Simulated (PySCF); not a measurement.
The numbers are results of PBE-D3(BJ)/def2-TZVP // PBE0-D3(BJ)/def2-TZVP in PySCF, not measurements. All species are isolated molecules in the gas phase. One relaxed conformer stands for a flexible species; it need not be the lowest. Excitations are Tamm–Dancoff values on a coarser integration grid. The basis has no diffuse functions, so Rydberg states are missing or too high.

Reference species (SMILES): `[SiH3]OC` (neutral, multiplicity 1).

```
Property                                       Value
-------------------------------------------  -------
S1–T1 gap (TDA)                              0.27 eV
HOMO–LUMO gap                                6.09 eV
brightest of the four lowest singlets (TDA)  7.86 eV
```

Changed species: `OC[SiH3]` (H–O–C–Si torsion 59°).

### Question
What does the change do to the S1–T1 gap (TDA), HOMO–LUMO gap and brightest of the four lowest singlets (TDA)?

### Answer
the S1–T1 gap (TDA) rises by 0.05 eV, to 0.32 eV; the HOMO–LUMO gap falls by 0.45 eV, to 5.64 eV; the brightest of the four lowest singlets (TDA) drops by 0.76 eV, to 7.10 eV.
